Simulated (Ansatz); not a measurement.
`F[SiH]` + `CNC` → `CN(C)[SiH]` + H–F at 700 K and 1 bar (ligand exchange at the Si–F bond).

Gas-phase electronic energies from Ansatz, PBE0-D4/def2-TZVP geometries. CCSD(T)/CBS adds triple-zeta CCSD(T) − MP2 to the extrapolated MP2 energy (def2 sets, frozen cores). This one scheme is used for every species.

| species | CCSD(T)/CBS energy (Eh) | H − E (kJ/mol) | S (J/(mol·K)) |
| --- | --- | --- | --- |
| `F[SiH]` | -389.46371 | 50.0 | 276.0 |
| `CNC` | -135.00321 | 296.9 | 352.4 |
| `CN(C)[SiH]` | -424.06348 | 304.9 | 408.4 |
| H–F | -100.39570 | 45.2 | 198.5 |

H − E and S are ideal-gas, rigid-rotor, harmonic terms from PBE0-D4/def2-TZVP. 1 Eh = 2625.50 kJ/mol, R = 8.31446 J/(mol·K).

**Question.** By hand: ΔE, ΔH, ΔS and ΔG.

**Answer.** ΔE = (-424.06348) + (-100.39570) − (-389.46371) − (-135.00321) = 0.00774 Eh = 20.3 kJ/mol. Δ(H − E) = 304.9 + 45.2 − 50.0 − 296.9 = 3.2, so ΔH = 23.5 kJ/mol. ΔS = 408.4 + 198.5 − 276.0 − 352.4 = -21.5 J/(mol·K). ΔG = 23.5 − 700 × (-21.5)/1000 = 38.5 kJ/mol.

**Question.** By hand: the equilibrium constant, and the temperature at which ΔG would vanish if ΔH and ΔS stayed fixed.

**Answer.** log₁₀ K = −ΔG/(RT ln 10) = -2.9. ΔH and −TΔS have one sign here, so there is no such temperature.

TΔS isn't small against ΔH here. A doubt of 5 kJ/mol in ΔE shifts log₁₀ K by 0.4 here. These are equilibria of isolated gas molecules and say nothing of rates. Largest T1 diagnostic: 0.015 (customary marks: 0.02 for closed shells, 0.045 for open ones).
